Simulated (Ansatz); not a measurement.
C2H2Zn, relaxed with RKS PBE0-D4/def2-TZVP in the Gaussian-basis code of Ansatz from a PBE-D4/def2-SVP geometry. The force threshold is 0.005 eV/Å; the program also tests the step.

Total charge 0; spin multiplicity 1. The bonds changed during the relaxation, so this is another structure than the one it started from.

Start:

```xyz
5

C    -0.135   -0.716    0.248
C     0.126    0.184    1.030
Zn    0.021    1.071   -2.564
H    -0.370   -1.531   -0.424
H     0.359    0.992    1.710
```

(1) By how much does the energy fall, and how many steps does the optimiser take? (An estimate is asked.)

(2) Which bonds change most? (Estimate.)

(3) Give the relaxed structure. (Best estimate.)

## Answers

(1) Ansatz gave: 5.21 kJ/mol, in 15 steps.

(2) The calculation gave: C1–C2 from 1.221 to 1.197 Å; C2–H5 from 1.082 to 1.065 Å; C1–H4 from 1.082 to 1.065 Å.

(3) The calculation gave: 
```xyz
5

C    -0.145   -0.801    0.361
C     0.119    0.148    1.041
Zn    0.053    1.307   -2.804
H    -0.380   -1.648   -0.241
H     0.354    0.994    1.643
```
